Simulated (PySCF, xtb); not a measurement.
1-bromo-1,1-difluoroethane (C2H3BrF2), SMILES CC(F)(F)Br.

GFN2-xTB in xtb at its own geometry gives an orbital gap of 4.93 eV and a dipole moment of 3.39 D.

Geometry optimised at PBE0-D3(BJ)/def2-SVP.

Question: What does M06-2X/def2-TZVP run with PySCF give? (Estimate from the structure and the level; the computed values follow.)

Answer: gap 10.30 eV (levels -9.84 and 0.46 eV), dipole 2.20 D.
